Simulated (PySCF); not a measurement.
## Electronic structure of C³⁺ (carbon, charge +3) at the LC-wPBE level

Configuration: [He] 2s1, 2S determinant. Calculation: PySCF 2.14, in x2c-QZVPPall with one added diffuse shell each of s, p, d, f type (8s5p4d3f1g, 73 functions); the spin-free X2C one-electron Hamiltonian (Gaussian nucleus).

* Total energy: -34.7569 hartree
* One-electron energy: -40.1388 hartree
* Hartree (Coulomb) energy: 9.3461 hartree
* Exchange-correlation energy: -3.9642 hartree
* ⟨S²⟩: 0.7500
* ⟨L²⟩: 0.000
* Sum of ⟨r⟩: 1.811 bohr
* Sum of ⟨r²⟩: 2.090 bohr²
* Langevin diamagnetic susceptibility: -1.66 ×10⁻⁶ cm³/mol
* Time after the integrals: 0.55 s of wall time on 1 thread of Neoverse-V2 (shared host)

```tsv
shell	electrons	mean orbital energy (hartree)	rms radius, mean of both spins (bohr)
1s α	1	-12.42886	0.313
1s β	1	-12.39120	0.313
2s α	1	-2.30666	1.38
```
